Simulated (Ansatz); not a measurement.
Input for Ansatz (an electronic-structure program): R-SVWN5/def2-TZVPP on CH5NOSn (SMILES C[O][Sn][NH2]), a point of a torsion scan. Elements past Kr take the def2 small-core potentials; no spin–orbit coupling.

Ansatz 0.2 input:
```yaml
crystal:
  periodic: [false, false, false]
  atoms:
    - {symbol: C, position_ang: [-1.85792804, -0.17381577, 0.13923619]}
    - {symbol: O, position_ang: [-0.55324065, -0.65878486, 0.24359563]}
    - {symbol: Sn, position_ang: [0.49349191, -2.14402928, 1.22392549]}
    - {symbol: N, position_ang: [2.22886871, -1.52654597, 0.35394703]}
    - {symbol: H, position_ang: [-1.88313773, 0.87128408, 0.46234507]}
    - {symbol: H, position_ang: [-2.57777900, -0.73673304, 0.74261429]}
    - {symbol: H, position_ang: [-2.17790166, -0.21860874, -0.90616683]}
    - {symbol: H, position_ang: [2.23798708, -0.74028743, -0.28333678]}
    - {symbol: H, position_ang: [3.17189001, -1.87987959, 0.43893191]}
basis:
  gaussian:
    orbitals: def2-TZVPP
hamiltonian:
  xc: {name: SVWN5}
scf: {lower_state_search: off}
```

**Question.** Give the final energy of this run.

**Answer.** -383.8001 hartree.
